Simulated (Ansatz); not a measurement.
Relaxation of CH5NSSi (9 atoms, charge 0, multiplicity 1), to a largest force component of 0.015 eV/Å in at most 40 steps.

The calculation used Ansatz, RHF/cc-pVDZ.

```xyz
9
Properties=species:S:1:pos:R:3
C -0.106 0.671 -1.031
N 0.197 -0.511 -0.254
Si -0.558 -2.019 -0.442
S -1.982 -2.456 -1.749
H 0.048 0.480 -2.090
H -1.144 0.974 -0.878
H 0.531 1.505 -0.729
H 0.908 -0.370 0.446
H 0.097 -2.841 0.557
```

Where does it end, and by what steps?

The forces met the threshold. After 16 steps the energy has fallen by 0.118 eV; H6 moved furthest, 0.79 Å.

```
step  energy less start (eV)  largest force component (eV/Å)  accepted
   0                  0.0000                           0.703       yes
   1                 -0.0483                           0.298       yes
   2                 -0.0529                           0.092       yes
   3                 -0.0228                           0.724        no
   4                 -0.0540                           0.118       yes
   5                 -0.0550                           0.029       yes
   6                 -0.0613                           0.078       yes
   7                 -0.0644                           0.186       yes
   8                 -0.0899                           0.166       yes
   9                 -0.0726                           0.778        no
  10                 -0.1021                           0.082       yes
  11                 -0.1088                           0.185       yes
  12                 -0.0990                           0.367        no
  13                 -0.1135                           0.072       yes
  14                 -0.1158                           0.097       yes
  15                 -0.1170                           0.067       yes
  16                 -0.1176                           0.008       yes
```

```xyz
9
Properties=species:S:1:pos:R:3
C -0.130 0.716 -1.010
N 0.064 -0.474 -0.194
Si -0.471 -2.043 -0.509
S -1.487 -2.667 -2.055
H -0.682 0.452 -1.909
H -0.698 1.475 -0.468
H 0.828 1.146 -1.309
H 0.577 -0.314 0.652
H -0.009 -2.859 0.634
```

Whether the end is a true minimum wasn't checked by a vibrational analysis.

Time of the run: 42 s on 1 thread of Arm Neoverse V1, with other jobs on the host, peak memory 0.17 GiB.
